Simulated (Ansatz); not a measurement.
Reaction (redistribution): `[CH3][GaH][CH3]` + `NB(S)O[SiH3]` → `[CH3][GaH][NH2]` + `CB(S)O[SiH3]`

Isolated molecules relaxed with PBE0-D4/def2-TZVP in Ansatz; ΔE leaves out vibrations. CBS: MP2 limit from def2 TZ/QZ plus the TZ coupled-cluster correction, frozen cores. For Ga outer-core shells are correlated without core-valence functions, which leaves a few kJ/mol of doubt a bond. Scalar relativity is left out up to krypton. One conformer a species, not always the lowest.

`[CH3][GaH][CH3]`:

Cartesian coordinates in Å:
```
C -0.403 1.210 1.161
Ga -0.648 0.004 -0.379
C 0.805 -1.212 -0.924
H -0.623 0.660 2.082
H -1.070 2.072 1.126
H 0.630 1.559 1.236
H -2.009 0.012 -1.178
H 1.500 -0.669 -1.574
H 0.439 -2.074 -1.485
H 1.379 -1.563 -0.063
```

`NB(S)O[SiH3]`:

```xyz
11

N    -1.797   -0.494    0.828
B    -0.733   -0.041    0.038
S    -0.987    0.898   -1.524
O     0.544   -0.308    0.441
Si    2.076    0.026   -0.049
H    -1.626   -1.004    1.678
H    -2.766   -0.352    0.613
H    -2.327    0.924   -1.475
H     2.683    0.995    0.897
H     2.083    0.595   -1.421
H     2.850   -1.239   -0.026
```

`[CH3][GaH][NH2]`:

```xyz
9

C     0.245   -1.194    0.866
Ga   -0.705    0.171   -0.175
N     0.279    1.452   -1.010
H     0.029   -2.191    0.475
H    -0.084   -1.178    1.908
H     1.325   -1.040    0.842
H    -2.256    0.278   -0.369
H    -0.115    2.192   -1.565
H     1.283    1.509   -0.973
```

`CB(S)O[SiH3]`:

```xyz
12

C     0.660   -1.965    0.574
B    -0.047   -0.572    0.473
S    -1.222   -0.119    1.789
O     0.238    0.241   -0.577
Si   -0.082    1.732   -1.184
H     0.446   -2.553   -0.325
H     1.746   -1.826    0.599
H     0.368   -2.552    1.446
H    -1.590    1.086    1.324
H    -0.295    1.591   -2.643
H    -1.300    2.320   -0.562
H     1.077    2.616   -0.916
```

| species | HF/def2-QZVPP energy (Eh) |
| --- | --- |
| `[CH3][GaH][CH3]` | -2003.12610 |
| `NB(S)O[SiH3]` | -844.24926 |
| `[CH3][GaH][NH2]` | -2019.16254 |
| `CB(S)O[SiH3]` | -828.19997 |

Task: Work out ΔE.

Result: ΔE = (-2019.16254) + (-828.19997) − (-2003.12610) − (-844.24926) = 0.01285 Eh = +33.7 kJ/mol. CCSD(T)/CBS gives +25.9 kJ/mol.

Largest T1 diagnostic among the species: 0.013.

In def2-TZVPP, CCSD(T) changes the Hartree–Fock value by −6.9 kJ/mol (the triples alone add −1.6 kJ/mol) and MP2 by −6.4 kJ/mol. From BLYP to BHLYP (50 % exact exchange), in def2-TZVPP and without D4, ΔE moves by +5.6 kJ/mol. Leaving LDA and LC-ωPBE aside and taking each functional with its dispersion term where it has one, the values, not all of them listed here, spread over 6.1 kJ/mol, from BLYP-D4 to BHLYP-D4.
